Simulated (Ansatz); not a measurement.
Basis-set extrapolation for CH3ClO2Si (`ClC1O[SiH2]O1`) (PBE0-D4/def2-TZVP geometry, frozen core, Ansatz). Multiplicity 1, RHF reference.

```json
{"": "HF", "def2-TZVPP": "-937.929461", "def2-QZVPP": "-937.960515"}
{"": "MP2 correlation", "def2-TZVPP": "-0.931462", "def2-QZVPP": "-1.008691"}
{"": "CCSD(T) correlation", "def2-TZVPP": "-1.002576", "def2-QZVPP": "not run"}
```

Energies in hartree. Use E(X) = E(∞) + A·exp(−7.88·√X) for Hartree–Fock and E(X) = E(∞) + B·X^(−2.97) for correlation, with X = 3 and 4, and add CCSD(T) minus MP2 of the smaller set to the MP2 limit.

What is the CCSD(T) energy at the basis-set limit?

HF limit: -937.960515 + (-0.031054) × 0.13774 = -937.96479. MP2 limit: -1.008691 + (-0.077229) × 0.74074 = -1.06590. Higher-order term: -1.002576 − (-0.931462) = -0.07111. Total: -939.10180 hartree, 4.62 eV below CCSD(T)/def2-TZVPP.
